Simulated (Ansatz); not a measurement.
The cluster Li3Br4. Charge 0, multiplicity 2. Geometry r2SCAN-D4/def2-SVP, basis def2-TZVP, Ansatz.

```xyz
7

Li   -1.182   -1.318   -0.939
Li    0.272    2.762   -0.680
Li    0.755    0.345    0.861
Br   -1.418    1.063   -0.503
Br   -1.605   -3.160    0.558
Br    1.057   -1.999    0.054
Br    2.120    2.306    0.649
```

| run | HOMO (eV) | LUMO (eV) |
| --- | --- | --- |
| A | -7.68 | -4.75 |
| B | -6.76 | -5.46 |
| C | -10.34 | -2.70 |
| D | -6.37 | -5.51 |

LC-ωPBE has ω = 0.4 bohr⁻¹. In the doublet, Br5 and Br6 lie 2.95 Å apart (atoms count from 1), so these atoms are partly bonded to each other. Another isomer (doublet) lies 0.19 eV lower at PBE0-D4/def2-TZVP; other spin states weren't run for this one.

HOMO and LUMO are taken over both spins.

Task: The runs used LC-ωPBE, PBE, PBE0, r2SCAN. Estimate which is which.

Result: A PBE0 (25 % exact exchange); B r2SCAN (0 % exact exchange); C LC-ωPBE (range-separated); D PBE (0 % exact exchange). Exact exchange lowers occupied and raises empty levels; among semilocal functionals meta-GGAs tend to open the gap a little, and such runs are hard to tell apart. The gap grows from 0.85 eV (PBE) to 7.64 eV (LC-ωPBE).
